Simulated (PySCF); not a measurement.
A ladder of Hamiltonians for Ar¹⁶⁺ (argon, charge +16)

Occupied: 1s1/2. Hartree-Fock calculated with PySCF 2.14 in an even-tempered Gaussian basis (19 s from 1.1 bohr⁻², ratio 2.3; 12 p from 1.3 bohr⁻², ratio 2.3), Gaussian nucleus throughout. NR is non-relativistic, sf-X2C the spin-free one-electron X2C Hamiltonian, X2C adds the bare one-electron spin-orbit term, X2C-SNSO screens it by Boettger's factors, DC is four-component Dirac-Coulomb, and the Gaunt and Breit terms are added at first order (total energies over the DC spinors, levels after relaxing the spinors in that mean field). QED terms are absent. Levels marked empty are virtual spinors of this ion.

```tsv
Hamiltonian	E (hartree)	E − E(DC) (hartree)	CPU seconds
NR	-312.8604	1.3390	0.21
sf-X2C	-314.1627	0.0367	0.12
X2C	-314.1627	0.0367	0.12
X2C-SNSO	-314.1627	0.0367	0.12
DC	-314.1994	0.0000	1.9
DC+Gaunt	-314.1254	0.0740	3.4
DC+Breit	-314.1254	0.0740	29
```

```csv
level (eV),NR,sf-X2C,X2C,X2C-SNSO,DC,DC+Gaunt,DC+Breit
1s1/2,-4106.6,-4122.9,-4122.9,-4122.9,-4123.9,-4122.0,-4122.0
2s1/2 (empty),-913.90,-918.42,-918.42,-918.42,-918.51,-918.32,-918.34
2p1/2 (empty),-882.46,-884.24,-886.69,-886.56,-886.49,-886.11,-886.17
2p3/2 (empty),-882.46,-884.24,-883.03,-883.09,-883.16,-882.95,-883.01
3s1/2 (empty),-399.02,-400.57,-400.57,-400.57,-400.60,-400.54,-400.55
```

```json
{"interval (eV)": "2p3/2 − 2p1/2", "X2C": "3.669", "X2C-SNSO": "3.464", "DC": "3.331", "DC+Gaunt": "3.153", "DC+Breit": "3.153"}
```

Weight of the small component: 1s1/2 0.00418, 2s1/2 0.000907, 2p1/2 0.000893, 2p3/2 0.000889, 3s1/2 0.000394.

Koopmans' value for the highest occupied level at DC+Breit: 4122.0 eV, against an ionisation energy of 4120.7 eV (theoretical estimate listed by NIST; NIST Atomic Spectra Database, ionization energies); the former lacks relaxation, correlation, QED and recoil.

The whole ladder took 36 s of wall time on 1 thread of Neoverse-V2 (shared host), launched as `OMP_NUM_THREADS=1 python relrun2.py TASK.json OUT` (a driver that calls PySCF for each Hamiltonian).

Dirac-Coulomb iterations, started from the X2C spinors:

```
with_ssss True, with_gaunt False, with_breit False
light speed = 137.03599967994
init E= -314.083591800827
cycle= 1 E= -314.19936220066  delta_E= -0.116  |g|= 0.0503  |ddm|= 0.00486
cycle= 2 E= -314.199362999163  delta_E= -7.99e-07  |g|= 0.000197  |ddm|= 5.65e-05
cycle= 3 E= -314.199362999211  delta_E= -4.77e-11  |g|= 1.55e-06  |ddm|= 1.26e-06
```
